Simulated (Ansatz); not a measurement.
Input file:

```yaml
crystal:
  periodic: [false, false, false]
  atoms:
    - { symbol: B, position_ang: [-0.6637, 1.6623, 1.4034] }
    - { symbol: C, position_ang: [-0.4727, 0.5972, 0.2788] }
    - { symbol: S, position_ang: [0.9934, -0.3582, 0.6662] }
    - { symbol: Si, position_ang: [0.942, -1.6246, -1.0505] }
    - { symbol: F, position_ang: [1.0213, -0.7188, -2.4673] }
    - { symbol: H, position_ang: [0.0218, 1.8361, 2.3098] }
    - { symbol: H, position_ang: [-1.6141, 2.4337, 1.3056] }
    - { symbol: H, position_ang: [-0.3073, 1.1213, -0.7083] }
    - { symbol: H, position_ang: [-1.3496, -0.0531, 0.2892] }
    - { symbol: H, position_ang: [-0.435, -2.3116, -1.0188] }
    - { symbol: H, position_ang: [1.9291, -2.6414, -0.9875] }
basis:
  gaussian: { orbitals: def2-SVP }
hamiltonian:
  xc: pbe
relax:
  f_tol: 0.015
  max_steps: 40
```

Command:

```bash
$ ansatz run input.yaml --threads 2 --pin off --max-ram 3072MiB --backend cpu --events-out ev --progress --plain --runs-dir out
```

Hardware: 2 threads of Arm Neoverse V1, with other jobs on the host.

Problem. Roughly how long does this run take, and how much memory?

Solution. 30 s, with a peak of 0.18 GiB, for 12 ionic steps.
